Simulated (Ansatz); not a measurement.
`[F][Ge]([F])([F])[Br]` and `F[Si](F)(F)Br` differ in one element.

Ansatz, PBE0-D4/def2-TZVP geometries, multiplicity 1. 

Scalar relativity is left out up to krypton.

```
                                      property  `[F][Ge]([F])([F])[Br]`
             HOMO energy (PBE/def2-TZVPP) / eV                    -8.47
             LUMO energy (PBE/def2-TZVPP) / eV                    -3.05
           LUMO energy (B3LYP/def2-TZVPP) / eV                    -2.38
          HOMO–LUMO gap (PBE0/def2-TZVPP) / eV                     7.86
size of the dipole moment (PBE/def2-TZVPP) / D                     1.57
       HOMO–LUMO gap (ωB97M-V/def2-TZVPP) / eV                    12.24
```

(1) What does the change do to each property? (Estimate.)

Answers

(1) Ansatz gave: 
```
                                      property  `F[Si](F)(F)Br`  shift
             HOMO energy (PBE/def2-TZVPP) / eV            -8.21   0.26
             LUMO energy (PBE/def2-TZVPP) / eV            -1.06   1.99
           LUMO energy (B3LYP/def2-TZVPP) / eV            -0.35   2.03
          HOMO–LUMO gap (PBE0/def2-TZVPP) / eV             9.57   1.71
size of the dipole moment (PBE/def2-TZVPP) / D             0.75  -0.82
       HOMO–LUMO gap (ωB97M-V/def2-TZVPP) / eV            13.78   1.54
```

With PBE0 the HOMO rises by 0.28 eV and the LUMO rises by 1.99 eV, so the gap widens by about 1.71 eV. PBE moves the HOMO by 0.26 eV and ωB97M-V by 0.29 eV. Dipoles are sizes alone; their direction can turn.

B3LYP here is the variant with VWN-RPA as its local correlation; programs differ in this.

Spin–orbit coupling is left out; it splits and shifts lone-pair levels of the heavy atoms by tenths of an eV.
